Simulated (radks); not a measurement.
Values are calculated unless marked as measured or tabulated.
Question: Dipole-allowed excitations along the series with 48 electrons in [Kr] 4d10 5s2. Level of theory: scalar-relativistic Kohn-Sham, LDA (Slater exchange, Perdew-Wang correlation), spin-unpolarised, spherical densities, finite nucleus; Fermi nuclear charge, rms radius of each element as measured or else 0.836 A^(1/3) + 0.57 fm (a radial shooting solver on a logarithmic mesh with Libxc functionals). Time-dependent linear response with the Hartree and adiabatic LDA kernel, continuum included through the Sternheimer equations, no spin-orbit coupling, so fine structure and intercombination lines are absent. Lines are the poles of the dipole polarisability below minus the highest occupied eigenvalue, found on a grid refined at the orbital gaps; the lowest seven at most are given, and weak or close lines can be missed. The first line takes the name of the lowest orbital gap if no other gap lies below it; otherwise a line is named after a gap within 0.6 % of it, if that gap stands alone.

| species | -e(HOMO) (eV) | lowest orbital gap (eV) | first line (eV) | f | strongest line (eV) | its f | static alpha (bohr^3) |
|---|---|---|---|---|---|---|---|
| Pr11+ | 192.62 | 5s-5p 24.565 | 28.557 (5s-5p) | 1.52 | 144.60 (unassigned) | 7.98 | 1.799 |
| Nd12+ | 217.67 | 5s-5p 26.556 | 30.758 (5s-5p) | 1.52 | 153.31 (unassigned) | 6.92 | 1.547 |

Estimate the first line of Pm13+, its oscillator strength and the static polarisability.

Answer: 33.015 eV (5s-5p), f = 1.51, alpha = 1.340 bohr^3.
